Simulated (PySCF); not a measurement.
C9H8OS2, SMILES c1c(-c2sccc2OC)scc1 (GFN2-xTB optimised geometry):

```
20

C      0.977    -2.710    -0.011
O      0.389    -1.431     0.000
C      1.222    -0.358     0.000
C      2.637    -0.358     0.000
C      3.155     0.898     0.000
S      1.943     2.113     0.000
C      0.684     0.914     0.000
C     -0.698     1.263    -0.003
C     -1.258     2.515    -0.014
C     -2.665     2.486    -0.014
C     -3.161     1.221    -0.002
S     -1.921     0.028     0.009
H      1.586    -2.862    -0.908
H      0.147    -3.415    -0.013
H      1.592    -2.875     0.879
H      3.245    -1.245     0.000
H      4.187     1.184     0.000
H     -0.669     3.415    -0.023
H     -3.278     3.369    -0.023
H     -4.187     0.911     0.001
```

Level of theory: PBE0/def2-SVP (PySCF 2.14.0).

Q: What are the frontier orbital energies and the dipole moment?

A: HOMO-2 -7.00 eV, HOMO-1 -6.88 eV, HOMO -5.48 eV, LUMO -1.03 eV, LUMO+1 0.64 eV; dipole moment 2.32 D.

Meta-Löwdin charges at PBE0/def2-SVP: C1 -0.08, O2 -0.33, C3 0.17, C4 -0.18, C5 -0.23, S6 0.25, C7 -0.15, C8 -0.10, C9 -0.16, C10 -0.13, C11 -0.25, S12 0.27, H13 0.10, H14 0.12, H15 0.10, H16 0.12, H17 0.13, H18 0.11, H19 0.12, H20 0.13.
